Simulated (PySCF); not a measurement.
# Dipole moment and polarisability of `C=C[SiH2][NH][GeH3]`

C₂H₉GeNSi.
Structure used (PBE0-D3(BJ)/def2-SVP), in Å, numbered top down from 1:
```
atom  x, y, z in Å
C1    -1.9890   -0.3171    0.8385
C2    -1.7471    0.9792    0.6136
Si3   -0.2757    1.5707   -0.3832
N4     0.6892    0.2602   -0.9887
Ge5    2.1347   -0.5436   -0.1885
H6    -2.8517   -0.6634    1.4188
H7    -1.3219   -1.0933    0.4445
H8    -2.4473    1.7190    1.0267
H9    -0.7751    2.3958   -1.5298
H10    0.5969    2.4277    0.4785
H11    0.3607   -0.1902   -1.8379
H12    3.2870   -0.6726   -1.2055
H13    1.7756   -1.9529    0.3333
H14    2.5390    0.3640    0.9835
```

Level: PBE0/def2-SVPD (PySCF), static field, nuclei fixed, core orbitals frozen in the response. The polarisability tensor in these axes (au):

```
x   96.33 -2.54 -6.87
y   -2.54 95.48 -4.97
z   -6.87 -4.97 78.01
```

**Question.** Diagonalise the tensor; give its mean and Δα, where Δα² is half the sum of the squared differences of the eigenvalues.

**Answer.** Principal values 74.28, 96.59 and 98.95 au; mean 89.94 au = 13.33 Å³ = 14.83 × 10⁻⁴⁰ C²·m²/J; Δα = 23.58 au (26 % of the mean).

**Question.** What is the dipole moment, and where does it point?

**Answer.** (-0.24, -0.86, -0.23) D, 0.93 D in size, pointing from the negative to the positive side. Measured along this direction, the outermost atoms are H10 at the negative end and H13 and H7 at the positive end.

**Question.** Find the Langevin capture rate constant for H3+ (3.023 u) meeting this molecule (148.972 u), k = 2.342 × 10⁻⁹ cm³/s × √(α in Å³ / reduced mass in u).

**Answer.** The reduced mass is 2.96 u, so k = 4.97 × 10⁻⁹ cm³/s. The formula leaves out the permanent dipole, which adds to the capture rate.

**Question.** Estimate the molar refractivity from the static electronic polarisability.

**Answer.** Lorentz–Lorenz: R = (4π/3)N_A α = 2.5225 cm³/(mol·Å³) × 13.33 Å³ = 33.6 cm³/mol, in the limit of long wavelengths.

**Question.** What depolarisation ratio follows for Rayleigh scattering of linearly polarised light, taking the static tensor?

**Answer.** ρ = 3Δα²/(45ᾱ² + 4Δα²) = 1667.5/(364020 + 2223.3) = 0.00455.

**Question.** Along which axes do the principal values lie, and how far do the nuclei extend along each?

**Answer.** Largest value along (0.91, -0.36, -0.21), where the nuclei span 6.54 Å; middle along (0.28, 0.90, -0.34), 4.33 Å; least along (0.31, 0.25, 0.92), 3.41 Å. The response follows the extents in order.

Isolated species at its PBE0-D3(BJ)/def2-SVP geometry (one conformer only). The calculation is non-relativistic, for germanium too.
